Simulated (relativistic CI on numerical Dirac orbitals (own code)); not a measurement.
How well does a small relativistic CI reproduce P⁶⁺?

Method of calculation: Dirac-Coulomb-Breit CI, separate exchange-only KLI orbitals for each configuration, model QED (radiative potential, 1s self-energy scaled to tabulated hydrogen-like ionisation energies), valence Slater integrals scaled by 0.9, configuration energies shifted to the measured levels that pair with them (semi-empirical) (own radial code, finite nucleus).

Configurations in the expansion (outside the closed core 1s2): 2s²2p⁵, 2s²2p⁴3s, 2s²2p⁴3d, 2s²2p⁴4s, 2s2p⁶, 2s²2p⁴3p, 2p⁶3s, 2p⁶3p, 2s2p⁵3s, 2p⁶3d, 2s²2p⁴4p, 2s2p⁵3p, 2s²2p⁴4d, 2s²2p⁴4f, 2s2p⁵3d, 2s²2p³3s², 2s²2p³3s3p, 2s²2p³3p², 2s²2p³3s3d, 2s2p⁵4s, 2s2p⁵4p, 2s²2p³3p3d, 2s2p⁵4d, 2s2p⁵4f, 2s2p⁴3s², 2s²2p³3d², 2s2p⁴3s3p, 2s2p⁴3p², 2s2p⁴3s3d. Levels of other configurations are missing.

```csv
Configuration,Term (tabulated),J,Measured (cm⁻¹),Computed,Error,Purity (%)
2s²2p⁵,2P°,3/2,0.0,0,0,100
2s²2p⁵,2P°,1/2,7273.0,7231,-42,100
2s²2p⁴3s,4P,5/2,1259730.0,1260817,1087,99
2s²2p⁴3s,4P,3/2,1264170.0,1265153,983,96
2s²2p⁴3s,2P,3/2,1277380.0,1277380,0,96
2s²2p⁴3s,2P,1/2,1282550.0,1282476,-74,99
2s²2p⁴3s,2S,1/2,1375810.0,1367268,-8542,96
2s²2p⁴3d,2P,1/2,1505300.0,1507099,1799,98
2s²2p⁴3d,2P,3/2,1511310.0,1513151,1841,69
2s²2p⁴3d,2S,1/2,1548480.0,1548479,-1,96
2s²2p⁴3d,2P,3/2,1552170.0,1551984,-186,98
2s²2p⁴3d,2P,1/2,1554420.0,1554236,-184,97
2s²2p⁴4s,2P,3/2,1695720.0,1695860,140,72
2s²2p⁴4s,2P,1/2,1701380.0,1700198,-1182,96
```

Measured levels from Martin, Zalubas and Musgrove, J. Phys. Chem. Ref. Data 14, 751 (1985); pairs were made by configuration, J and term (by order where the table uses no LS term), so strongly mixed levels may be paired wrongly. Some J values or terms of the table were assigned by a fit.

Mean error by configuration (cm⁻¹): 2s²2p⁵ -42; 2s²2p⁴3s -1309; 2s²2p⁴3d 654; 2s²2p⁴4s -521. Over the excited levels the mean absolute error is 1236 cm⁻¹ (13 of the 15 excited levels that our extract of the source holds in range could be paired, and the others can miss by more), and the median relative error of those above 1,000 cm⁻¹ is 0.069 %, both after the shifts were fitted to these levels, so that a configuration with one level shows no error.

Configurations whose levels could be paired with our table of measured levels were shifted onto them, all but the ground configuration, by the median error of their levels; single terms can still be off by 1,000 to 2,000 cm⁻¹ or more, and rates follow the energies as ν³ (E1, M1) or ν⁵ (E2). The others borrow a shift and can be off by several thousand cm⁻¹ or more. 13 of the 15 excited levels that our extract of the measured tables holds in this range could be paired (the sources list more); they are missed by 1236 cm⁻¹ on average and 8542 at most, after the shifts were fitted to these levels, and levels without a partner can miss by more.

Shifts applied (cm⁻¹): 2s²2p⁵ 0; 2s²2p⁴3s -1169; 2s²2p⁴3d -3164; 2s²2p⁴4s -2979.
